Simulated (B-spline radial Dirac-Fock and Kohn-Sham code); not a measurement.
**Subshell photoionisation cross sections of Se⁶⁺ against photon energy**

System: selenium as Se⁶⁺, [Ar] 3d10.

Input of the calculation (task.json; shells as n, l, electrons):

```json
{"items": [{
  "Z": 34,
  "q": 6,
  "cfg": [[1, 0, 2], [2, 0, 2], [2, 1, 6], [3, 0, 2], [3, 1, 6], [3, 2, 10]],
  "A": 80,
  "rrms": 4.14,
  "do": ["binding", "quiet", "photo", "scan"],
  "hv": [60, 65.5, 172.0, 200, 217.0, 354.0, 1000, 1253.6, 2000, 8047.8, 9251.7, 15000, 27300.0, 45200.0, 86200.0, 104000.0]
}]}
```

Command: `python xray_run.py task.json out`

The computed values come from a radial finite-basis atomic code: Dirac-Hartree-Slater photoionisation with all multipoles and Dirac-Fock thresholds. Values are in kb; a dash marks an energy below the computed threshold.

| hν (eV) | 1s | 2s | 2p3/2 | 3s | 3p1/2 |
| --- | --- | --- | --- | --- | --- |
| 354 | – | – | – | 180 | 215 |
| 1000 | – | – | – | 40.0 | 49.3 |
| 1253.6 | – | – | – | 27.3 | 31.3 |
| 2000 | – | 61.6 | 193 | 11.6 | 10.9 |
| 8047.8 | – | 3.98 | 3.11 | 0.626 | 0.237 |
| 9251.7 | – | 2.88 | 1.98 | 0.453 | 0.154 |
| 15000 | 11.7 | 0.902 | 0.391 | 0.141 | 0.0328 |
| 27300 | 2.34 | 0.193 | 0.0483 | 0.0303 | 0.00435 |
| 45200 | 0.558 | 0.0486 | 0.00780 | 0.00766 | 0.000748 |
| 86200 | 0.0831 | 0.00765 | 0.000727 | 0.00121 | 7.53e-05 |
| 104000 | 0.0473 | 0.00441 | 0.000365 | 0.000701 | 3.87e-05 |

At 104000 eV the multipoles beyond E1 give 25.1 % of 1s, 25.8 % of 2s, 38.6 % of 2p3/2, 25.9 % of 3s, 39.8 % of 3p1/2.
